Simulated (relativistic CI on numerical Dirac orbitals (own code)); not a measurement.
## Radial parameters of Ba47+

Method of calculation: Dirac-Coulomb-Breit CI, orbitals from a KLI potential per configuration, model QED (radiative potential, 1s self-energy scaled to tabulated hydrogen-like ionisation energies), unscaled Slater integrals (own radial code, finite nucleus).

Slater integrals F^k, G^k are unscaled and averaged over j, outside the closed core 1s2; ζ comes from projecting the Hamiltonian with its Breit term on Σ l·s of the shell.

- 2s2.2p5: ζ(2p) = 2.1158e+06 cm⁻¹; <r>(2p) = 0.09296, <r^2>(2p) = 0.0105 (bohr units).
- 2p6.3p: ζ(3p) = 582180 cm⁻¹; <r>(3p) = 0.2426, <r^2>(3p) = 0.06799 (bohr units).
- 2p6.3d: ζ(3d) = 83840 cm⁻¹; <r>(3d) = 0.2114, <r^2>(3d) = 0.0513 (bohr units).

Averages of the first 10 configurations, taken without configuration mixing, which lowers the lowest level and can move excited configurations by several eV; other configurations of the list can lie among them:

```tsv
Configuration	Parity	States	Average energy above the lowest level (eV)
2s2.2p5	odd	6	131.9
2s.2p6	even	2	716.6
2p6.3s	even	2	6112.4
2p6.3p	odd	6	6269.4
2p6.3d	even	10	6426.4
2s2.2p4.3s	even	30	4954.1
2s2.2p4.3p	odd	90	5118.4
2s2.2p4.3d	even	150	5275.9
2s.2p5.3s	odd	24	5511.1
2s.2p5.3p	even	72	5671.7
```
